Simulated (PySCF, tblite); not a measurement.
C5H7N3O.
Geometry (GFN2-xTB, Å), atoms numbered from 1 in this order:
```xyz
16
C5H7N3O angstrom
C      2.0833    0.1853    0.1418
C      1.0390    0.0000   -0.9551
N     -0.1607   -0.5823   -0.4187
N     -0.3762   -1.8751   -0.4750
N     -1.4919   -2.1542    0.1046
C     -2.0392   -1.0245    0.5576
C     -1.1899    0.0334    0.2344
C     -1.3228    1.4517    0.4742
O     -0.5130    2.2981    0.1819
H      2.2988   -0.7668    0.6213
H      2.9996    0.5773   -0.2892
H      1.7239    0.8897    0.8882
H      0.7904    0.9664   -1.3990
H      1.4053   -0.6851   -1.7225
H     -2.9759   -1.0141    1.0752
H     -2.2782    1.7092    0.9687
```

Level of theory: CAM-B3LYP/def2-SVPD in PySCF (dipole) on a GFN2-xTB geometry, gas phase.

Take the most abundant isotopes and a rigid rotor. The values belong to one conformer with, in the numbering `[CH3:1][CH2:2][n:3]1[n:4][n:5][cH:6][c:7]1[CH:8]=[O:9]`, C1–C2–N3–N4 -96°, C6–C7–C8–O9 178°.

Q: What are A, B and C (MHz)?

A: Ia = 216.40, Ib = 287.43, Ic = 464.23 u·Å²; 505379 MHz·u·Å²/I gives A = 2335, B = 1758, C = 1089 MHz.

Q: What kind of rotor is it?

A: An asymmetric top: κ = (2 × 1758 − 2335 − 1089)/(2335 − 1089) = 0.07.

Q: Is it planar, by Δ = Ic − Ia − Ib?

A: Not planar: Δ = Ic − Ia − Ib = -39.59 u·Å². For a rigid frame Δ = −2 Σ m c², so Σ m c² = 19.80 u·Å² lies off the ab plane: 6.69 from hydrogen and 13.10 from heavier atoms. The atom farthest from that plane is 1.34 Å away.

Q: Give the other two planar moments, Paa and Pbb, and the rms extents of the mass along the axes.

A: Paa = Σ m a² = (Ib + Ic − Ia)/2 = 267.63 and Pbb = Σ m b² = (Ia + Ic − Ib)/2 = 196.61 u·Å². With the mass M = 125.06 u, the rms extents √(P/M) along a, b and c are 1.46, 1.25, 0.40 Å.

Q: List the rotational levels J(Ka,Kc) to J = 4 (MHz).

A: Above 0(0,0):
J = 1: 1(0,1) 2847, 1(1,1) 3424, 1(1,0) 4094
J = 2: 2(0,2) 8203, 2(1,2) 8448, 2(1,1) 10457, 2(2,1) 12188, 2(2,0) 12526
J = 3: 3(0,3) 15735, 3(1,3) 15807, 3(1,2) 19701, 3(2,2) 20729, 3(2,1) 22076, 3(3,1) 25466, 3(3,0) 25590
J = 4: 4(0,4) 25389, 4(1,4) 25406, 4(1,3) 31393, 4(2,3) 31837, 4(2,2) 34881, 4(3,2) 37303, 4(3,1) 38013, 4(4,1) 43339, 4(4,0) 43376
The levels of one J sum to (2J + 1)J(J + 1)(A + B + C)/3.

Q: Which types of transition are allowed, and where do some lines up to J = 4 fall?

A: The dipole components are |μa| = 1.39 D, |μb| = 0.87 D, |μc| = 0.18 D. Intensities carry the squares of the components, which stand as 1.00 : 0.39 : 0.02 (a : b : c). Some lines, for components of 0.1 D or more:

| type | branch | J(Ka,Kc) | MHz | lower level (cm⁻¹) |
| --- | --- | --- | --- | --- |
| c | Q | 2(2,1) ← 2(1,1) | 1731 | 0.349 |
| c | Q | 4(3,2) ← 4(2,2) | 2422 | 1.163 |
| a | R | 2(0,2) ← 1(0,1) | 5356 | 0.095 |
| b | Q | 4(3,2) ← 4(2,3) | 5466 | 1.062 |
| b | Q | 4(4,1) ← 4(3,2) | 6036 | 1.244 |
| b | Q | 4(2,3) ← 4(1,4) | 6431 | 0.847 |
| b | R | 4(1,4) ← 3(0,3) | 9671 | 0.525 |
| b | R | 4(1,3) ← 3(2,2) | 10664 | 0.691 |
| a | R | 4(2,3) ← 3(2,2) | 11108 | 0.691 |
| c | R | 3(1,2) ← 2(0,2) | 11498 | 0.274 |
| c | R | 3(2,1) ← 2(1,1) | 11619 | 0.349 |
| b | R | 4(2,3) ← 3(1,2) | 12136 | 0.657 |

Q: Estimate the classical rotational partition function at 10 K, 25 K and 500 K.

A: Point group C1, symmetry number σ = 1; q = (√π/σ)·√((kT/h)³/(ABC)), k/h = 20836.6 MHz/K: 2520 at 10 K, 9970 at 25 K, 891000 at 500 K.

Its GFN2-xTB frequencies are all real (lowest 53 cm⁻¹). No vibrational averaging or centrifugal distortion is included, and the geometry carries the error of its method. A rigid rotor knows nothing of internal rotation, which can split or shift real lines. Quadrupole hyperfine structure (14N) is left out.
